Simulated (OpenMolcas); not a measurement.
# neutral palladium: CASPT2 settings compared

```
Program             : OpenMolcas 26.06
Basis               : ANO-RCC-VDZP [6s5p3d1f]
Scalar Hamiltonian  : X2C, point nucleus
Active space        : 10 electrons in 6 orbitals (4d 5s)
State averaging     : 2S+1 = 3 even, 15 roots; 2S+1 = 1 even, 11 roots kept (CI in the orbitals of an earlier block)
Spin-orbit coupling : state interaction with AMFI integrals over the reference wave functions, term energies averaged over their components
```

Methods on the same reference wave functions:
A. CASSCF
B. SS-CASPT2, IPEA 0.2 Eh, sigma1 regulariser 0.1 Eh (closed shells correlated: 4s 4p)
C. SS-CASPT2, IPEA 0.2 Eh, real shift 0.4 Eh (closed shells correlated: 3d 4s 4p)
D. SS-CASPT2, IPEA 0.75 Eh, real shift 0.15 Eh (closed shells correlated: 4s 4p)

Energies in eV above 4d¹⁰ ¹S₀, the measured ground level; measured values from NIST Handbook of Basic Atomic Spectroscopic Data.

```csv
Level,A,B,C,D,Measured
4d⁹ 5s ³D₃,-3.2096,1.355,1.096,1.200,0.8139
4d⁹ 5s ³D₂,-3.0349,1.505,1.254,1.360,0.9615
4d⁹ 5s ³D₁,-2.7545,1.810,1.551,1.655,1.2515
4d⁹ 5s ¹D₂,-2.4455,2.020,1.788,1.898,1.4533
4d¹⁰ ¹S₀,0.0000,0.0000,0.0000,0.0000,0.0000
```

A puts 4d⁹ 5s ³D₃ lowest.

Deviations, from unrounded energies. A percentage is the sum of absolute deviations over the sum of measured energies, with the sign that they share, or ± where signs differ.

```csv
Against measurement,Levels,A,B,C,D
mean absolute deviation (cm-1),4,32000,4500,2400,3300
other configurations (%),4,-355.4,+49.3,+27.0,+36.4
```

C lies closest to measurement on these levels and A furthest from it. The largest miss of C in the table is 4d⁹ 5s ¹D₂, by +2700 cm-1. The ranking rests on the paired levels alone, and a cruder setting can come out closer through cancelling errors.

Among B to D the level of the table that moves most is 4d⁹ 5s ³D₃, by 2100 cm-1 (lowest in C, highest in B). Moves below CASPT2's spread within the term are not significant.

The lowest spin-free term lies below A's lowest term by 0.515 hartree in B, 0.516 hartree in C, 0.497 hartree in D.

CASPT2 breaks the degeneracy within a term, and the mean is taken; among the terms shown or strongly mixed into the levels shown the widest spread is 47 cm-1 (4d⁹ 5s ¹D, D). Over all roots computed the reference weight is 0.81 to 0.89 in B, 0.85 to 0.91 in D; the roots of lowest weight are the least certain, and an intruder state may touch them. Terms from blocks run as CI alone lack orbitals of their own. A single d shell beside an s shell can misplace configurations of different d count against each other. Without dynamic correlation excited terms often stand tens of per cent too high (terms of higher spin than the ground term too low), and those without a measured partner can miss by more than the paired ones (holds for A). The lowest computed level is not the ground level that NIST lists (1S0) (holds for A). Computed and measured levels are paired by configuration, term and J; levels that our copy of the source lacks, or whose pairing is in doubt (as where it misses far off the trend of its configuration), stay unpaired and out of the deviations. Where the source uses jj or jK labels, the order within each J decides. Levels of configurations outside the active space are missing. Levels that lie high or do not pair safely by name in every column are left out.
